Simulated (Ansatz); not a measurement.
Input file for Ansatz (an electronic-structure program): R-PBE/def2-TZVPP on BrGeH3O (SMILES [OH][GeH2][Br]), a point of a torsion scan.

Ansatz 0.2 input:
```yaml
crystal:
  periodic: [false, false, false]
  atoms:
    - {symbol: O, position_ang: [1.26771612, 0.19469216, -0.44529484]}
    - {symbol: Ge, position_ang: [-0.34085065, -0.27848311, -0.03364824]}
    - {symbol: Br, position_ang: [-1.19519839, 1.27786694, 1.38977855]}
    - {symbol: H, position_ang: [1.81370063, 0.69061893, 0.16227865]}
    - {symbol: H, position_ang: [-0.33367016, -1.60166349, 0.69298232]}
    - {symbol: H, position_ang: [-1.08767540, -0.26444646, -1.33294555]}
basis:
  gaussian:
    orbitals: def2-TZVPP
hamiltonian:
  xc: {name: PBE}
scf: {lower_state_search: off}
```

The head of its log:

```
WARN ansatz: RAYON_NUM_THREADS=1 ignored (pool sized by the plan → 1); use --threads N
Functional definition: PBE
these checks for a lower state are left out or cut short: stability, starts, cluster_reference, orbital_swaps, neighbouring_geometries, increment
integrals: 0.09 GiB planned
1062 factors; their error is unknown
mean field: 0.60 GiB planned
mean field evaluation 1: about -128634.8816 eV, gradient 6.8e1 eV
mean field evaluation 2: about -128570.7435 eV, gradient 1.8e2 eV
```

Problem. Give the final energy of this run.

Solution. -4727.4949 hartree.
